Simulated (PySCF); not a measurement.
The group X on silaethenyl-X is varied. All species are isolated molecules in the gas phase. One relaxed conformer stands for each flexible species; it need not be the lowest. Strings in code marks are SMILES.

The numbers are results of ωB97X-D3(BJ)/def2-TZVP // PBE0-D3(BJ)/def2-TZVP (PySCF), not measurements. All candidates: neutral, multiplicity 1. Excitations are Tamm–Dancoff values on a coarser integration grid. The basis has no diffuse functions, so Rydberg states are missing or too high.

```
Item                    Value
-------------------  --------
HOMO                 -8.49 eV
HOMO–LUMO gap         9.52 eV
T1 excitation (TDA)   3.06 eV
```

Question: Which member has these values?
A) `C=[SiH2]`
B) `C=[SiH][AlH2]`
C) `C=[SiH]CF` (C–Si–C–F torsion 128°)
D) `C=[SiH][SeH]` (C–Si–Se–H torsion 0°)

Answer: D, `C=[SiH][SeH]` (C–Si–Se–H torsion 0°). The others give `C=[SiH][AlH2]`: -8.82 eV, 8.09 eV, 2.09 eV; `C=[SiH]CF` (C–Si–C–F torsion 128°): -8.91 eV, 9.74 eV, 2.95 eV; `C=[SiH2]`: -8.87 eV, 9.66 eV, 2.84 eV
